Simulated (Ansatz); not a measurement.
Reaction (formal exchange of groups at a C–C bond): `CC(C)S[SiH3]` + `O[SiH](O)N[SiH2]F` → `C[SiH](F)N[SiH](O)O` + `CCS[SiH3]`

Gas-phase electronic energies from Ansatz, PBE0-D4/def2-TZVP geometries. CBS: MP2 limit from def2 TZ/QZ plus the TZ coupled-cluster correction, frozen cores. This one scheme is used for every species. DFT in def2-TZVPP. B3LYP here is the variant with VWN-RPA as its local correlation; programs differ in this. One conformer a species, not always the lowest.

```tsv
species	B3LYP energy (Eh)
`CC(C)S[SiH3]`	-808.15727
`O[SiH](O)N[SiH2]F`	-888.08147
`C[SiH](F)N[SiH](O)O`	-927.43051
`CCS[SiH3]`	-768.82782
```

**Question.** Work out ΔE.

**Answer.** ΔE = (-927.43051) + (-768.82782) − (-808.15727) − (-888.08147) = -0.01959 Eh = -51.4 kJ/mol. CCSD(T)/CBS gives -44.0 kJ/mol.

Largest T1 diagnostic among the species: 0.012.

In def2-TZVPP, CCSD(T) changes the Hartree–Fock value by +5.2 kJ/mol (the triples alone add +1.4 kJ/mol) and MP2 by +6.8 kJ/mol. The D4 term adds +4.5 kJ/mol with B3LYP and +2.4 kJ/mol with PBE0; it sums over pairs of atoms, weighted by their polarisabilities, and B3LYP, whose exchange is more repulsive, gets the larger term.
